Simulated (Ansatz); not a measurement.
Cost and result for the atomization energy of `CO[SiH]OC` radical (12 atoms, 11 bonds).

Z-matrix (Å, degrees):
```
C
O 1 1.408
H 1 1.094 2 111.0
H 1 1.096 2 111.8 3 -121.5
H 1 1.092 2 108.3 3 119.0
Si 2 1.645 1 124.2 3 83.5
O 6 1.629 2 107.5 1 165.1
H 6 1.508 2 107.2 1 45.1
C 7 1.414 6 125.7 2 -42.0
H 9 1.095 7 110.9 6 -67.7
H 9 1.091 7 108.1 6 173.3
H 9 1.093 7 111.2 6 53.6
```

Charge 0, multiplicity 2. All single points use the PBE0-D4/def2-TZVP geometry. It is one conformer, not always the lowest. Program: Ansatz. Hardware: A = 2 threads of an AMD EPYC 7R13 on a shared host; B = 2 threads of an AMD EPYC 7R13 on a shared host and a share of an NVIDIA H100 80 GB. Times are those of one run each, without the atoms' runs, and a repeat can differ threefold. Electronic energies, without spin–orbit coupling; frozen cores. CCSD(T)/CBS adds CCSD(T) − MP2 in def2-TZVPP to the MP2 limit, and its time is that of the two runs behind it. T1 = 0.014; ⟨S²⟩ of the reference is 0.75. B3LYP takes the VWN-RPA correlation (the form of Gaussian; ORCA's B3LYP/G).

CCSD(T)/CBS is a level of theory with its own doubt, some kJ/mol a heavy atom from the limit and from the frozen cores, so smaller differences don't rank the functionals.

| level | functions | wall time | atomization (kJ/mol) | difference from CCSD(T)/CBS | per bond |
| --- | --- | --- | --- | --- | --- |
| MP2/def2-QZVPP [B] | 508 | 3.3 s | 4505.2 | 29.0 | 2.6 |
| PBE-D4/def2-TZVPP (with forces) [A] | 264 | 5 s | 4549.9 | 73.7 | 6.7 |
| PBE0-D4/def2-TZVPP [A] | 264 | 8.6 s | 4464.1 | -12.1 | -1.1 |
| B3LYP-D4/def2-TZVPP (with forces) [A] | 264 | 10 s | 4476.7 | 0.5 | 0.1 |
| CCSD(T)/def2-TZVPP [B] | 264 | 11 s | 4357.8 | -118.4 | -10.8 |
| r2SCAN-D4/def2-TZVPP (with forces) [A] | 264 | 11 s | 4491.6 | 15.4 | 1.4 |
| B2PLYP/def2-TZVPP [A] | 264 | 13 s | 4429.6 | -46.6 | -4.2 |
| CCSD(T)/CBS(def2) | – | 14 s | 4476.2 | 0.0 | 0.0 |
| ωB97X-V/def2-TZVPP [A] | 264 | 19 s | 4482.9 | 6.7 | 0.6 |
| ωB97M-V/def2-TZVPP (with forces) [A] | 264 | 25 s | 4478.7 | 2.5 | 0.2 |

The D4 term adds +35.7 kJ/mol with B3LYP and +18.7 kJ/mol with PBE0; it sums over pairs of atoms, weighted by their polarisabilities, and B3LYP, whose exchange is more repulsive, gets the larger term. From PBE to PBE0 (25 % exact exchange), in def2-TZVPP and without D4, the atomization energy moves by −82.3 kJ/mol: exact exchange takes away binding that semilocal exchange gives to molecules. In def2-TZVPP, CCSD(T) changes the Hartree–Fock value by +1098.3 kJ/mol (the triples alone add +60.4 kJ/mol) and MP2 by +1174.5 kJ/mol; breaking electron pairs costs correlation energy, which Hartree–Fock lacks.
